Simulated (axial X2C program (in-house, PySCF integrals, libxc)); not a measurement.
**RbSe⁺: from the spin-free to the two-component result**

All values were computed with an in-house all-electron X2C program for linear molecules (integrals from PySCF). Spin-free means the one-electron spin-free X2C Hamiltonian; two-component (2c) means X2C with spin–orbit coupling and atomic mean-field two-electron Coulomb and Gaunt terms, so the difference of the two also holds small scalar two-electron terms. Basis: Rb dyall-cv3z [12s13p8d4f1g], Se dyall-cv3z [8s9p6d4f1g] (cores contracted in-house); Gaussian nuclei, density fitting, unrestricted open shells. Masses: Rb 84.912 u, Se 79.917 u.

Spin-free state: M_S = 1, Λ = 0 (beyond evenly filled blocks: π+α, π-α); fragments Rb+ + Se.

```csv
level,Re (Å),ωe (cm⁻¹),De (eV),μ (D)
PBE0,3.591,71.5,0.333,-6.61
HF,3.756,61.7,0.261,-7.33
MP2,3.603,71.8,0.323,n/a
CCSD,3.629,70.0,0.315,n/a
CCSD(T),3.618,71.0,0.307,n/a
BLYP,3.672,66.0,0.310,-6.69
```

Correlated methods: 14 electrons correlated (number of frozen shells: Rb 3 s, 2 p, 1 d; Se 3 s, 2 p, 1 d), 278 virtual spin orbitals or spinors in MP2, 90 natural virtuals in coupled cluster.

Dipoles are positive if Se is the positive end and refer to the centre of mass.

Two-component determinant lowest at the distance of the search:

Ω = 1 (⟨Sz⟩ = 0.94, ⟨Lz⟩ = 0.06 at HF); fragments Rb+ + Se.

```
  level  Re (Å)  ωe (cm⁻¹)  De (eV)  μ (D)
   PBE0   3.594       70.8    0.296  -6.63
     HF   3.766       59.9      n/a  -7.38
    MP2   3.607       71.3    0.217    n/a
   CCSD   3.634       68.8    0.234    n/a
CCSD(T)   3.623       69.8    0.219    n/a
   BLYP   3.677       65.0    0.228  -6.72
```

(1) From the two tables, how do the constants change at the CCSD(T) level (2c against spin-free)?

Occupations by symmetry block were frozen at the best pattern of an incomplete PBE0 search. Dissociation energies refer to the lowest single-determinant-based atoms at the same level and basis. De is not given where an atomic determinant may have missed its ground term or J level, or where the truncated virtual space spoils (T). Density functionals use the spin component along the axis (collinear). CCSD and (T) use frozen natural virtuals with an MP2 correction for the truncation; (T) itself is uncorrected, so its De runs slightly low. PBE0 can misorder states that lie within some tenths of an eV, so this need not be the ground state of the molecule. The nearest other spin-free determinant of the search, M_S = 1, Λ = 1, lies 0.38 eV up at the distance of the search. The functionals have no current-density term, which raises determinants with orbital currents, atoms included. With several unpaired electrons one determinant need not be a pure state. Open-shell Ω = 0 determinants with evenly filled partner blocks cannot be reached by this program, so the Ω shown need not be the lowest component. This is the Ω = 1 component of a π² triplet; the 0⁺ component is not one determinant and can lie lowest.

## Answers

(1) At the CCSD(T) level Re rises by 0.005 Å and ωe goes down by 1.2 cm⁻¹; De changes by -0.088 eV.
